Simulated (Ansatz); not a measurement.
Saddle point of CH3BrCl (charge -1), closed shell ([CH₃Br ([CH3][Br]) + Cl]⁻ → [CH₃Cl ([CH3][Cl]) + Br]⁻; bonds formed: C2–Cl3; bonds broken: Br1–C2), PBE0-D4/def2-TZVPD structure:

Br1  (-1.438, 1.158, 1.549)
C2  (-0.006, 0.005, 0.006)
Cl3  (1.403, -1.130, -1.511)
H4  (-0.195, 0.729, -0.762)
H5  (0.841, 0.122, 0.654)
H6  (-0.604, -0.883, 0.064)
(Å)

Energies are electronic, without zero-point energy. Barriers and step energies count from the start structure reached by relaxing down the imaginary mode; all methods use the PBE0-D4 structures, on which another method's saddle can fall below an end. Program: Ansatz 0.2.0. Basis: def2-TZVPPD, with def2-QZVPPD for the basis limit. Cores are frozen in the correlated methods. Filled d shells of the heavier atoms are correlated. The def2 sets are not built for correlating such inner shells, so the correlated values are less sure here. B3LYP uses VWN-RPA correlation. Extrapolation: Hartree–Fock as exp(−7.88 √X), correlation as X^−2.97.

| method | barrier (kcal/mol) | step energy (kcal/mol) |
| --- | --- | --- |
| SPW92 | 2.94 | -5.96 |
| PBE-D4 | 3.31 | -5.51 |
| BLYP-D4 | ? | -4.88 |
| r2SCAN-D4 | 4.06 | -6.11 |
| B97M-V | 7.30 | -5.31 |
| PBE0-D4 | ? | -6.76 |
| B3LYP-D4 | 4.94 | -6.02 |
| r2SCAN0-D4 | 6.80 | -7.04 |
| BHLYP-D4 | 8.10 | -7.23 |
| CAM-B3LYP-D4 | 8.29 | -6.79 |
| wB97X-V | 10.35 | -7.06 |
| wB97M-V | 9.19 | -6.83 |
| B2PLYP | 6.86 | -6.20 |
| PBE-QIDH | 9.25 | -7.00 |
| RPA on PBE | 7.10 | -5.44 |
| HF | ? | -9.03 |
| MP2 | 10.92 | -5.74 |
| CCSD | 10.95 | -6.29 |
| CCSD(T) | 9.36 | -5.86 |

Question: Fill in the withheld barriers. (Judge from chemistry; the value comes from the calculation.)

Answer: By the calculation: PBE0-D4 6.55; HF 11.13; BLYP-D4 2.12 kcal/mol. Each is the energy of the saddle less that of the start structure, by the same method.

For comparison, the barrier by CCSD(T) at an estimated basis limit (MP2 extrapolated from triple and quadruple zeta, plus CCSD(T) − MP2 in triple zeta) is 9.09 kcal/mol.

T1 diagnostic: at most 0.015.

Labels in which every atom is bracketed show which atoms are joined, not bond orders.

For scale, one of the runs: CCSD(T)/def2-TZVPPD, 196 basis functions, launched by `ansatz run in.yaml --threads 4 --pin off --events-out ev --progress --plain --max-ram 9574MiB`. Hardware: 4 CPU threads of a Oxide Virtual Turin-like, shared host. Wall time 44 s; peak host memory 2.3 GiB.
